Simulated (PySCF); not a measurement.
## Electric field gradients and quadrupole coupling constants

C5H3OPS.
Bonds: O1–C2 (double), C2–P3 (double), P3–C4, C4–C5 (aromatic), C5–C6 (aromatic), C6–C7 (aromatic), C7–S8 (aromatic), C4–S8 (aromatic). Hydrogens: H9 on C5; H10 on C6; H11 on C7.

Field gradients from the PBE0/pcSseg-1 density (PySCF, non-relativistic), principal values in atomic units, ordered |Vxx| ≤ |Vyy| ≤ |Vzz|:

| atom | Vxx | Vyy | Vzz |
| --- | --- | --- | --- |
| O1 | 0.0884 | 0.7242 | -0.8126 |
| S8 | -0.3271 | -1.6163 | 1.9434 |

Problem. Find the asymmetry η = (Vxx − Vyy)/Vzz and the couplings χ = eQV/h (234.96 MHz × Q in barn × V in au), with Q(17O) = −0.0256 b, Q(33S) = −0.0678 b.

Solution. 
```
atom            environment  nucleus     η  χzz (MHz)  χxx (MHz)  χyy (MHz)
  O1     oxygen bonded to C      17O  0.78      4.888     -0.532     -4.356
  S8  thiophene-type sulfur      33S  0.66     -30.96       5.21      25.75
```

The tensor is traceless: Vxx + Vyy + Vzz = 0.

Problem. What is Vzz at O1 in SI units (1 au = 9.71736 × 10²¹ V/m²)?

Solution. -0.8126 au = -7.897 × 10²¹ V/m².

Problem. What couplings would deuterons (Q(2H) = 0.00286 b) have in place of the hydrogens, at this geometry?

Solution. 
| atom | bonded to | bond length (Å) | Vzz (au) | η | χzz (kHz) |
| --- | --- | --- | --- | --- | --- |
| H9 | C5 | 1.076 | 0.3372 | 0.08 | 227 |
| H10 | C6 | 1.075 | 0.3392 | 0.06 | 228 |
| H11 | C7 | 1.072 | 0.3468 | 0.09 | 233 |

Isolated species at its GFN2-xTB geometry (one conformer only). GFN2-xTB bond lengths can be off by several hundredths of an ångström, more for odd bonds, and the gradients follow them. These gradients aren't converged with respect to the basis.

These values come from a run that also computed NMR shieldings. The run took 20 s wall on one thread of an Arm Neoverse V1, no GPU, shared host with 32 logical CPUs at a one-minute load of 11, and the process peaked at 0.74 GiB of memory.

The values belong to the conformer `[O:1]=[C:2]=[P:3][c:4]1[cH:5][cH:6][cH:7][s:8]1`: C2–P3–C4–C5 180°.
